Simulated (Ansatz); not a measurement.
Gas-phase electronic energies from Ansatz, PBE0-D4/def2-TZVP geometries. CBS: MP2 limit from def2 TZ/QZ plus the TZ coupled-cluster correction, frozen cores. This one scheme is used for every species. DFT in def2-TZVPP. B3LYP here is the variant with VWN-RPA as its local correlation; programs differ in this. Each species was taken in one conformer, which may not be the lowest.

`BN[SiH2][SiH3]` + `CSS` → `CSS[SiH2][SiH3]` + `BN`  (ligand exchange at the Si–N bond)

```csv
level,ΔE (kJ/mol),difference from CCSD(T)/CBS
PBE-D4,-38.7,-9.7
r2SCAN-D4,-31.7,-2.7
PBE0-D4,-35.7,-6.7
B3LYP-D4,-29.7,-0.7
ωB97X-V,-26.1,2.9
ωB97M-V,-27.9,1.1
B2PLYP,-23.9,5.1
PBE,-33.2,-4.2
r2SCAN,-30.2,-1.2
PBE0,-30.6,-1.6
B3LYP,-20.6,8.4
HF/def2-TZVPP,-9.9,19.1
MP2/def2-TZVPP,-30.4,-1.4
SCS-MP2/def2-TZVPP,-24.2,4.8
CCSD/def2-TZVPP,-21.2,7.8
CCSD(T)/def2-TZVPP,-25.2,3.8
HF/def2-QZVPP,-8.5,20.5
MP2/def2-QZVPP,-32.1,-3.1
SCS-MP2/def2-QZVPP,-25.8,3.2
HF/CBS(def2),-8.4,20.6
MP2/CBS(def2),-34.2,-5.2
CCSD/CBS(def2),-25.0,4.0
CCSD(T)/CBS,-29.0,0
```

Largest T1 diagnostic among the species: 0.013.

In def2-TZVPP, CCSD(T) changes the Hartree–Fock value by −15.4 kJ/mol (the triples alone add −4.0 kJ/mol) and MP2 by −20.6 kJ/mol. The D4 term adds −9.1 kJ/mol with B3LYP and −5.2 kJ/mol with PBE0; it sums over pairs of atoms, weighted by their polarisabilities, and B3LYP, whose exchange is more repulsive, gets the larger term.
